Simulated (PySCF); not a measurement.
## NMR problem set

Non-relativistic, no solvent, a single conformation, averaged over atoms made equivalent by symmetry, fast rotation or ring inversion. Shieldings: GIAO PBE0/pcSseg-1; GFN2-xTB geometry; PySCF 2.14.0 with density-fitted response routines.

δ = σ(ref) − σ, references computed at the same level: TMS for 1H (σref 31.72) and 13C (σref 186.93). Where no couplings were computed, multiplicities follow the n + 1 count of equivalent neighbours, and m marks all less simple cases (inequivalent or close neighbours, rings, F or P nearby). Shifts are as computed. Against solution values, carbons near 30 ppm lie about +3 ppm off and those near 130 ppm about +5 ppm. Of 1211 compounds with measured shifts, 218 miss one by over three times the rms of a fit or turn the order of signals round; such compounds aren't used in these exercises. OH and NH positions are gas-phase values without hydrogen bonding to other molecules.

(1) C₅H₁₃NSi. 1H NMR (400 MHz, computed): δ 4.74 (s, 2H), 2.16 (m, 2H), 1.98 (m, 1H), 1.88 (m, 1H), 1.69 (m, 2H), 1.17 (s, 3H), -0.06 (br s, 2H). 13C{1H} NMR (computed): δ 31.4, 28.6, 23.4, 16.3. Identify the compound.

(2) C₅H₉NOSi. 1H NMR (600 MHz, computed): δ 3.96 (s, 3H), 3.74 (s, 3H), 3.11 (m, 1H), 1.49 (m, 1H), 0.94 (m, 1H). 13C{1H} NMR (computed): δ 125.3, 66.7, 60.3, 21.5, -2.9. Identify the compound.

Answers

(1) SMILES CC1([SiH2]N)CCC1. Rings plus π bonds: 1 (1 ring in the answer). 4 carbon signals for 5 carbons: some carbons are equivalent by symmetry or fast rotation. Carbon types of the structure: 1 × C, 3 × CH2, 1 × CH3, leaving 4 H on heteroatoms. δC 31.4, 16.3: sp3 CH2 in a ring; aliphatic region, no heteroatom directly attached. δC 28.6: methyl carbon; a saturated carbon with 1 carbon neighbour and no heteroatom attached. δH 1.17: hydrogen on a methyl carbon. δH -0.06: hydrogen on a nitrogen bonded to Si; exchangeable, gas-phase position.

The data come from this structure; uniqueness wasn't tested.

(2) `CO[C@@H]1C[C@]1([SiH3])C#N`. The formula gives 3 degrees of unsaturation (1 ring in the answer). 5 carbon signals for 5 carbons: no two carbons are equivalent. Carbon types of the structure: 2 × C, 1 × CH, 1 × CH2, 1 × CH3, leaving 3 H on heteroatoms. δC 125.3: nitrile carbon; typical of a nitrile. δC 66.7, 21.5, -2.9: three-membered-ring carbon. δC 60.3: methyl carbon bonded to O; deshielded by the electronegative neighbour. δH 3.11, 1.49, 0.94: hydrogen on a three-membered-ring carbon.

This is the structure that produced the data.
